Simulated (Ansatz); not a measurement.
Several settings on one geometry of the cluster FeF₃ (that of the charge 0 doublet, PBE-D4/def2-TZVP). Ansatz on 4 threads of Arm Neoverse V2 on a shared host; times are rough.

```tsv
atom	x (Å)	y (Å)	z (Å)
Fe1	-0.023	-0.085	0.060
F2	-0.401	0.344	1.678
F3	0.339	1.286	-0.903
F4	0.085	-1.545	-0.835
```

Totals from different functionals, basis sets or treatments of relativity can't be compared as stabilities.

DK, ANO-RCC and x2c sets are all-electron and run with scalar relativity unless a key says otherwise.

At PBE-D4/def2-TZVP a sextet lies 1.27 eV below the doublet of charge 0, at its own geometry.

The spins typed aren't always the lowest for that charge.

(1) Give the basis size and estimate the energy, ⟨S²⟩, dipole and time of these runs.

```tsv
run	method	charge	state	further keys
1	RKS r2SCAN-D3(BJ)-ATM/def2-mTZVPP	1	singlet	scf: {omitted_lower_state_checks: [starts]}; forces asked
2	UKS RPBE-D3(BJ)/ANO-RCC-VTZP	0	doublet	fitting: {mean_field: def2-universal-jkfit}; forces asked
3	UKS B97/ANO-RCC-VTZP	0	doublet	scf: {omitted_lower_state_checks: [starts]}; forces asked
```

Results:

(1) 
| run | functions | energy (Eh) | ⟨S²⟩ | dipole (D) | wall time |
| --- | --- | --- | --- | --- | --- |
| 1 | 105 | -1562.8179 | – | – | 4 s |
| 2 | 149 | -1572.6279 | 2.01 | 0.63 | 58 s |
| 3 | 149 | -1572.4475 | 2.13 | 0.74 | 45 s |

A triplet lies near this restricted singlet, and broken spin symmetry wasn't tried. At UKS RPBE-D3(BJ)/ANO-RCC-VTZP, UKS B97/ANO-RCC-VTZP the charge 0 doublet is spin-contaminated (final ⟨S²⟩ up to 2.13, 0.75 for a pure state).
